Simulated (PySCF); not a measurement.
# Electron correlation in Ge (germanium, neutral)

[Ar] 3d10 4s2 4p2, high-spin 3P determinant. Computed with PySCF 2.14 in aug-cc-pVDZ-DK (6s5p3d, 36 functions), with scalar relativity by spin-free X2C-1e. Frozen: [Ar] 3d10; 4 electrons correlated.

MP2 pair energies summed by pair of shells (mhartree):

```tsv
pair	energy	share (%)
4s-4p	-23.77	58.1
4s-4s	-12.99	31.7
4p-4p	-4.18	10.2
```

Total MP2 correlation energy: -40.95 mhartree.

Same-spin part -7.34 and opposite-spin part -33.61 mhartree; SCS-MP2 scales them by 1/3 and 6/5 to -42.77 mhartree.

```tsv
level	correlation energy (mhartree)
CCSD	-57.00
(T)	-0.90
CCSD(T)	-57.90
```

Diagnostics: T1 = 0.0085, D1 = 0.0236, largest double amplitude 0.069.

Q: Is a single reference adequate?

A: Yes, within this model without spin-orbit coupling: T1 lies below 0.03 and no double amplitude reaches 0.07.
